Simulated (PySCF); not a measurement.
**C₆ coefficients of unlike pairs at PBE**

Calculated with PySCF 2.14 from the dipole response of each species, C₆(A,B) = (3/π) ∫ α_A(iu) α_B(iu) du, in atomic units, from isotropic polarisabilities. For ions this is the dispersion term alone; charge-induced terms of lower order in 1/R come first.

```csv
species,configuration,basis,relativity,α (bohr³),C₆ (like pair)
O³⁺,[He] 2s2 2p1 (2P),def2-QZVPPD (8s5p4d2f1g),none,1.348,1.256
Be²⁺,1s2 (1S),aug-cc-pCVTZ (7s6p4d2f),none,0.05178,0.01084
In⁺,[Kr] 4d10 5s2 (1S),aug-cc-pVQZ-PP with ECP28MDF (7s7p5d3f2g),core potential,23.42,157.2
F⁺,[He] 2s2 2p4 (3P),aug-cc-pVQZ-DK (6s5p4d3f2g),spin-free X2C,1.889,3.542
```

Q: Estimate C₆ for F⁺ with O³⁺.

A: The integral gives 2.088. The combination rule 2 C_A C_B / (C_A α_B/α_A + C_B α_A/α_B) gives 2.075 and the geometric mean 2.109.

No spin-orbit coupling is included.

The other pairs:

```csv
pair,C₆
"Be²⁺, O³⁺",0.09060
"In⁺, Be²⁺",0.7735
"F⁺, Be²⁺",0.1634
"In⁺, O³⁺",13.16
"F⁺, In⁺",20.83
```
